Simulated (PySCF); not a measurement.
Spectrum to structure. Level of theory: PySCF, TDDFT wB97X-D/def2-SVPD, vertical, gas phase, core orbitals frozen in the response. Geometries: PBE0-D3(BJ)/def2-SVP, one conformer each. Relativistic effects are left out although some hold elements past zinc.

| state | λ (nm) | f |
| --- | --- | --- |
| S1 | 250.3 | 0.0013 |
| S2 | 248.2 | 0.0012 |
| S3 | 196.8 | 0.057 |
| S4 | 195.2 | 0.048 |
| S5 | 167.3 | 0.0032 |
| S6 | 164.6 | 0.011 |
| S7 | 163.0 | 0.027 |
| S8 | 159.7 | 0.020 |
| S9 | 154.3 | 0.0013 |
| S10 | 152.2 | 0.0046 |

Task: Which candidate is it?
A. `CC(C)OC(C)(C)C`
B. `C[CH2][Ga]([CH2]C)[CH2]C`
C. `C(OCCCCC)C`

Result: B. Its S1, at 4.95 eV, is the lowest among the candidates; the nearest of the others has S1 at 7.43 eV. S1 is HOMO→LUMO (96%). Löwdin shares by element: HOMO (one of a set within 0.03 eV) carbon 52% or more, gallium 18% (atoms not listed hold the other 30%); LUMO gallium 49%, carbon 28% or more (atoms not listed hold the other 23%). At the same level the other candidates give, for their lowest levels:
- `CC(C)OC(C)(C)C`: 167 nm (f 0.026); 152 nm (f 0.008); 149 nm (f 0.000); 147 nm (f 0.003); 144 nm (f 0.014); T1 7.39 eV; HOMO -9.06, LUMO 2.23 eV
- `CCCCCOCC`: 165 nm (f 0.025); 152 nm (f 0.009); 151 nm (f 0.026); 145 nm (f 0.018); 140 nm (f 0.014); T1 7.41 eV; HOMO -9.23, LUMO 2.42 eV

Conformer computed: `[CH3:1][CH2:2][Ga:3]([CH2:4][CH3:5])[CH2:6][CH3:7]`: C1–C2–Ga3–C4 -176°, C2–Ga3–C4–C5 -3°, C2–Ga3–C6–C7 -92°.
Triplets come from the Tamm–Dancoff approximation.
